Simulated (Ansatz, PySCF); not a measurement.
Lewis adduct: GaH3 (SMILES [GaH3]) (first 4 atoms) with H2S (SMILES S); geometry from B3LYP-D3(BJ)/def2-TZVP, rigid monomers moved along the line of their centres of mass till Ga1···S5 is 2.40 Å.
(charge 0, multiplicity 1):
```xyz
7

Ga     0.528    -0.070     0.520
H     -0.346     1.113    -0.043
H      0.274    -1.534    -0.001
H      1.891     0.261     1.238
S     -0.786    -0.347     2.505
H     -0.370     0.761     3.142
H      0.074    -1.135     3.172
```

Interaction energies are E(AB) − E(A) − E(B) at the monomers' geometry in the complex; basis-set methods are counterpoise corrected. Rows marked so take none.

Correlated levels freeze the cores. Filled d and f shells under p-block atoms count as core. Rows in 3-21G, 6-31G* carry no dispersion term and start afresh at each structure (6-31G* with six Cartesian d functions); the Pople sets are all-electron and without relativity.

Codes used: Ansatz (a program for electronic structure) with Gaussian orbitals; PySCF for 3-21G rows, 6-31G* rows, the dispersion terms. Each number belongs to the level named beside it.

```
level                           interaction energy (kcal/mol)
------------------------------  -----------------------------
HF/3-21G (no counterpoise)                              -3.19
B3LYP/6-31G*                                            -6.12
B3LYP/6-31G* (no counterpoise)                          -7.44
PBE0/def2-TZVPPD                                       -10.36
PBE0-D3(BJ)/def2-TZVPPD                                -11.78
PBE0-D4/def2-TZVPPD                                    -11.83
wB97X-V/def2-TZVPPD                                         ?
CCSD/def2-TZVPPD                                        -6.15
CCSD(T)/def2-SVPD                                           ?
```

Task: Complete the blanks.

Result: 
- wB97X-V/def2-TZVPPD, interaction energy (kcal/mol): -9.93
- CCSD(T)/def2-SVPD, interaction energy (kcal/mol): -3.78
